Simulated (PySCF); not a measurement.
AlOCl, SMILES [O]=[Al][Cl].

Geometry: PBE-D3(BJ)/def2-TZVP.

All values below come from PBE-D3(BJ)/def2-TZVP (PySCF).

Frequencies are harmonic and unscaled.

Modes within 1.5 cm⁻¹ of each other (mostly degenerate sets) share a row, with their intensities summed.

Problem. Give all harmonic wavenumbers and intensities. (Estimate from the structure and the level; the computed values follow.)

Solution. 
| mode | ν (cm⁻¹) | IR (km/mol) | moving atoms (share of kinetic energy) |
|---|---|---|---|
| 1–2 | 167 | 111.4 | Al 60 %, O 32 %, Cl 9 % |
| 3 | 471 | 26.4 | Cl 54 %, O 26 %, Al 20 % |
| 4 | 1079 | 77.9 | O 54 %, Al 45 % |
